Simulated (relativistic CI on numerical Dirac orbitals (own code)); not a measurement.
Electric-dipole transitions in Ce24+

These numbers are calculated, not measured: Dirac-Coulomb-Breit CI, KLI orbitals optimised for each configuration, a model potential for QED, unscaled Slater integrals (own radial code, finite nucleus).

CI space (outside the closed core [Ar] 3d10): 4s2 4p4, 4s 4p5, 4s2 4p3 4d, 4p6, 4s 4p4 4d, 4s2 4p3 4f, 4s 4p4 4f, 4p5 4d, 4s 4p3 4d2, 4s2 4p2 4d 4f, 4p5 4f, 4p4 4d2, 4p3 4d3, 4p3 4d2 4f. Double excitations out of closed p, d and f shells are left out; levels of such configurations are missing from the list, as are those of other unlisted configurations, and high levels can miss mixing partners.

```csv
λ vac (Å),Lower,Upper,A (s⁻¹),gf,Branching (%)
83.827,4s 4p5 3P°_2 [6],4s 4p4 4d 3P_2 [98],3.27e+11,1.72e+00,55.1
89.287,4s2 4p4 3P_2 [1],4s2 4p3 4d 1F°_3 [36],2.82e+11,2.36e+00,79.0
90.379,4s2 4p4 3P_1 [3],4s2 4p3 4d 3D°_2 [45],2.92e+11,1.79e+00,44.8
90.431,4s2 4p4 1S_0 [2],4s2 4p3 4d 1P°_1 [38],5.11e+11,1.88e+00,75.1
90.930,4s2 4p4 3P_2 [1],4s2 4p3 4d 3D°_2 [35],1.82e+11,1.13e+00,64.9
91.536,4s2 4p4 3P_2 [1],4s2 4p3 4d 3P°_1 [34],4.38e+11,1.65e+00,76.3
91.855,4s2 4p4 3P_2 [1],4s2 4p3 4d 3D°_3 [33],4.90e+11,4.34e+00,94.7
91.892,4s2 4p4 1D_2 [4],4s2 4p3 4d 1F°_3 [46],7.84e+11,6.95e+00,100.0
92.676,4s2 4p4 1D_2 [4],4s2 4p3 4d 3D°_2 [45],3.60e+11,2.32e+00,55.2
93.068,4s2 4p4 3P_2 [1],4s2 4p3 4d 3P°_2 [31],4.38e+11,2.84e+00,93.0
93.160,4s2 4p4 3P_1 [3],4s2 4p3 4d 3P°_1 [43],5.09e+11,1.99e+00,78.8
97.397,4s2 4p3 4d 5D°_3 [10],4s2 4p3 4f 5F_4 [91],2.29e+11,2.94e+00,73.8
98.792,4s2 4p3 4d 5D°_2 [14],4s 4p4 4d 3D_3 [101],2.58e+11,2.64e+00,45.1
100.21,4s2 4p3 4d 5D°_4 [12],4s2 4p3 4f 3G_5 [92],2.76e+11,4.57e+00,99.3
101.08,4s2 4p3 4d 3G°_5 [27],4s2 4p3 4f 3H_6 [117],2.23e+11,4.44e+00,100.0
101.51,4s2 4p4 3P_1 [3],4s2 4p3 4d 1D°_2 [39],3.63e+11,2.80e+00,57.1
102.25,4s2 4p4 3P_0 [5],4s2 4p3 4d 1P°_1 [47],6.31e+11,2.97e+00,94.5
103.11,4s2 4p3 4d 3G°_3 [15],4s2 4p3 4f 3F_4 [100],1.82e+11,2.61e+00,87.0
104.42,4s2 4p4 1D_2 [4],4s2 4p3 4d 1D°_2 [39],2.02e+11,1.65e+00,31.9
109.64,4s2 4p4 1D_2 [4],4s2 4p3 4d 3S°_1 [37],2.62e+11,1.41e+00,47.9
```

Terms are leading LS components. Brackets give the number of a level in order of energy, since labels repeat. The list gives strong lines, with weight on those to low levels, without lines whose two gauges differ by over a factor of 2.5, among the lowest 200 of 2773 levels, so that lines to higher ones, which can be the strongest, are missing. Levels whose partners in the same complex of configurations lie outside the list can be far off, and so can their lines. Rates are taken at the computed energies, electric ones in the length gauge.

At this charge energies of transitions that change n are usually good to better than 1 %, and those within a shell (Δn = 0) to a few per cent.

LS names give the leading component of a level, which can be under half, so a name can repeat, a term be missing and a line seem to break the LS rules.
